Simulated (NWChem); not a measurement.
System meant: Si$_{2}$H$_{3}$Br, singlet; SMILES [SiH3][Si]Br

The following NWChem deck was run.

```
start job
memory heap 200 mb stack 900 mb global 1100 mb
geometry units angstroms noautoz
  Si     0.970669    -0.388197    -0.625416
  Br    -0.160757     0.977040     0.782508
  Si    -0.409361    -2.312757    -0.117917
  H      0.010545    -3.531977    -0.881079
  H     -1.835090    -2.004452    -0.460906
  H     -0.319529    -2.614291     1.347101
end
basis spherical
  Si library def2-svp
  Br library def2-svp
  H library def2-svp
end
dft
  odft
  mult 2
  xc b3lyp
  iterations 150
  mulliken
end
task dft energy
```

End of the output:

```
 ==============================================================================
                                 internuclear angles
 ------------------------------------------------------------------------------
        center 1       |       center 2       |       center 3       |  degrees
 ------------------------------------------------------------------------------
    2 Br               |   1 Si               |   3 Si               |    93.68
    1 Si               |   3 Si               |   4 H                |   112.34
    1 Si               |   3 Si               |   5 H                |   109.31
    1 Si               |   3 Si               |   6 H                |   109.31
    4 H                |   3 Si               |   5 H                |   108.51
    4 H                |   3 Si               |   6 H                |   108.51
    5 H                |   3 Si               |   6 H                |   108.80
 ------------------------------------------------------------------------------
                            number of included internuclear angles:          7
 ==============================================================================

 Summary of "ao basis" -> "" (spherical)
 ------------------------------------------------------------------------------
       Tag                 Description            Shells   Functions and Types
 ---------------- ------------------------------  ------  ---------------------
 Si                         def2-svp                 8       18   4s3p1d
 Br                         def2-svp                12       32   5s4p3d
 H                          def2-svp                 3        5   2s1p

                                 NWChem DFT Module
                                 -----------------

 Summary of "ao basis" -> "ao basis" (spherical)
 ------------------------------------------------------------------------------
       Tag                 Description            Shells   Functions and Types
 ---------------- ------------------------------  ------  ---------------------
 Si                         def2-svp                 8       18   4s3p1d
 Br                         def2-svp                12       32   5s4p3d
 H                          def2-svp                 3        5   2s1p

      Symmetry analysis of basis
      --------------------------

        a'         57
        a"         26

  number of electrons :                   66
  multiplicity        :                    2
 ------------------------------------------------------------------------
  no. of electrons and multiplicity not compatible                  66
 ------------------------------------------------------------------------
 ------------------------------------------------------------------------
  current input line :
    23: task dft energy
 ------------------------------------------------------------------------
 ------------------------------------------------------------------------
 There is an error in the input file
 ------------------------------------------------------------------------
 For more information see the NWChem manual at https://nwchemgit.github.io

0: no. of electrons and multiplicity not compatible:Received an Error in Communication
```

Task: Find the fault in this run and fix the input.

Result: The program refused the input. Cause: the multiplicity doesn't fit the number of electrons (an even count wants an odd multiplicity, and the reverse). This input runs:
```
start job
memory heap 200 mb stack 900 mb global 1100 mb
geometry units angstroms noautoz
  Si     0.970669    -0.388197    -0.625416
  Br    -0.160757     0.977040     0.782508
  Si    -0.409361    -2.312757    -0.117917
  H      0.010545    -3.531977    -0.881079
  H     -1.835090    -2.004452    -0.460906
  H     -0.319529    -2.614291     1.347101
end
basis spherical
  * library def2-svp
end
dft
  xc b3lyp
  iterations 150
  mulliken
end
task dft energy
```
It converges to -3154.50244 Ha (B3LYP/def2-SVP).
